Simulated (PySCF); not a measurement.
A calculated (TPSSh, PySCF 2.14, cc-pVTZ, the non-relativistic Hamiltonian (point nucleus)) atom or ion has these occupied shells.

| shell | electrons | orbital energy (eV) | rms radius, mean of both spins (bohr) |
| --- | --- | --- | --- |
| 1s α | 1 | -110.78 | 0.487 |
| 1s β | 1 | -110.20 | 0.487 |
| 2s α | 1 | -7.078 | 2.74 |
| 2p α | 1 | -3.493 | 3.19 |

Q: Name the element and its charge.

A: Be (beryllium, neutral), in [He] 2s1 2p1, high-spin 3P determinant (an excited configuration).
